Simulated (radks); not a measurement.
All-electron atom: Ca in [Ar] 4s2 (the NIST ground configuration).

Method: non-relativistic Kohn-Sham, PBE, spin-polarised, spherical densities, point nucleus; computed with a radial shooting solver on a logarithmic mesh with Libxc functionals.

Energy parts (hartree):
total: -677.34882
kinetic: 676.67174
electron-nucleus: -1603.58642
Hartree: 285.35827
exchange-correlation: -35.79241

Orbitals (lengths in bohr, moments of r in powers of bohr; r(90%) holds 90 % of the orbital's charge):
[
 {"orbital": "1s", "occ.": "2", "eigenvalue (hartree)": "-144.3495", "<r^4>": "0.0001658", "r(90%)": "0.138"},
 {"orbital": "2s", "occ.": "2", "eigenvalue (hartree)": "-15.09176", "<r^4>": "0.04494", "r(90%)": "0.571"},
 {"orbital": "2p", "occ.": "6", "eigenvalue (hartree)": "-12.29102", "<r^4>": "0.03714", "r(90%)": "0.542"},
 {"orbital": "3s", "occ.": "2", "eigenvalue (hartree)": "-1.71569", "<r^4>": "3.966", "r(90%)": "1.74"},
 {"orbital": "3p", "occ.": "6", "eigenvalue (hartree)": "-1.03115", "<r^4>": "6.502", "r(90%)": "1.97"},
 {"orbital": "4s", "occ.": "2", "eigenvalue (hartree)": "-0.13793", "<r^4>": "570.9", "r(90%)": "6.04"}
]

The highest occupied level is 4s at -3.753 eV. The density falls to 0.001 e/bohr^3 at r = 5.09 bohr. The electron density at the nucleus is 5327 e/bohr^3. Virial ratio -V/T = 2.00100.
